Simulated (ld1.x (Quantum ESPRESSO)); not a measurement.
thulium: excitation energies, all-electron against RRKJ

| Quantity | Value |
| --- | --- |
| Element | Tm |
| Generator | ld1.x (Quantum ESPRESSO) 7.5 |
| Type | norm-conserving RRKJ (Kleinman–Bylander form) |
| Functional | Wu–Cohen |
| Relativity | fully relativistic |
| Frozen core | [Kr] 4d10 |
| Valence charge | 23 |
| Reference configuration | 4f12 5s2 5p6 5d0 6s0 6p0 (charge +3) |
| Partial waves | 5p (bound): rc 1.95 bohr; 5d (bound, empty): rc 2.45 bohr; 4f (bound): rc 0.80 bohr; 5s (bound): rc 1.50 bohr |
| Local potential | the s channel |
| Core correction | a·sin(br)/r model core, default radius (core density twice the valence density) |
| rho0 | 0.01 |

Open shells are filled in proportion to 2j + 1 (rel_dist='average').

Energies are relative to the spin-unpolarised reference configuration 4f12 5s2 5p6 5d0 6s0 6p0; without spin polarisation the order of configurations can differ from experiment. Not all tests gave a result: 1 of 7 tests not solved or not reliable. Left out of the table: 4f14 5s2 5p6 5d0 6s0 6p0 (solver errors, printed error -5678 eV).

```json
{"valence configuration": "4f13 5s2 5p6 5d0 6s1 6p0", "charge": "+1", "ΔE all-electron (eV)": "-38.296", "error AE − PS (meV)": "+141"}
{"valence configuration": "4f13 5s2 5p6 5d0 6s0 6p0", "charge": "+2", "ΔE all-electron (eV)": "-26.371", "error AE − PS (meV)": "-37"}
{"valence configuration": "4f13 5s2 5p6 5d1 6s0 6p0", "charge": "+1", "ΔE all-electron (eV)": "-35.646", "error AE − PS (meV)": "+28"}
{"valence configuration": "4f12 5s2 5p6 5d1 6s2 6p0", "charge": "0", "ΔE all-electron (eV)": "-39.904", "error AE − PS (meV)": "+376"}
```

(1) What are ΔE and the potential's error for 4f13 5s2 5p6 5d0 6s2 6p0?

(2) What are ΔE and the potential's error for 4f13 5s1 5p6 5d0 6s2 6p0?

Levels in the configuration 4f13 5s2 5p6 5d0 6s1 6p0:

```tsv
level	all-electron (eV)	pseudo (eV)
4f j=5/2	-10.457	-10.254
4f j=7/2	-9.259	-9.064
5s j=1/2	-60.053	-60.055
5p j=1/2	-37.765	-37.763
5p j=3/2	-32.032	-32.031
6s j=1/2	-9.095	-9.211
```

A Bessel basis up to 400 Ry misses an occupied level by 1.61 Ry, so cutoffs and ghosts were not judged.

Answers

(1) ΔE = -44.754 eV all-electron; the error (AE − PS) is +216 meV.

(2) ΔE = 14.696 eV all-electron; the error (AE − PS) is +346 meV.
